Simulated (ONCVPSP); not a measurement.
**What the settings do to the ONCV potential of nitrogen (N)**

Base potential:

ONCVPSP 4.0.1 input, shortened (lines: element, Z, core and valence counts, functional; n l f; lmax; l rc ep ncon nbas qcut; lloc lpopt rc5 dvloc0; l nproj debl; icmod fcfact rcfact), PBE, non-relativistic:

```
  N 7.00    1    2        4      upf
    1    0    2.00
    2    0    1.00
    2    1    4.00
    2
    0    0.90    0.00    4    7    6.00
    1    2.25    0.00    4    8    5.00
    2    1.85    0.36    3    8    4.90
    4    5    0.85    4.00
    0    2    2.50
    1    3    2.20
    2    2    2.60
    1    0.30    0.00
```

Cutoffs, loose and tight: the cutoffs (Ha) at which the residual kinetic energy of the hardest occupied pseudo-wave falls to 1 and 0.1 mHa per electron. They do not see the model core or the augmentation charge, which bear on the density cutoff. Test errors are all-electron minus pseudo excitation energies from the reference, over the configurations 2s2 2p3; 2s2 2p2; 2s2 2p1; 2s2 2p2.5. A dash means not determined; rows that change the core or the reference have their own tests.

```csv
change,outcome,"cutoff, loose","cutoff, tight",bound ghosts,GHOST(+) flags above zero,largest test error (meV)
base,generated,94 Ha,139 Ha,none,none,+1584
p: nproj 2,generated,94 Ha,139 Ha,none,none,+1584
s: qcut 4.1; p: qcut 3.4; d: qcut 3.3,generated,122 Ha,151 Ha,none,"s, p",+2596
p: rc 2.66,generated,94 Ha,139 Ha,none,none,+2275
"core correction polynomial model core, fcfact 0.42",generated,94 Ha,139 Ha,none,none,+1584
s: qcut 8.3,generated,30 Ha,57 Ha,none,none,+1584
scalar-relativistic,generated,94 Ha,139 Ha,none,none,+1584
```
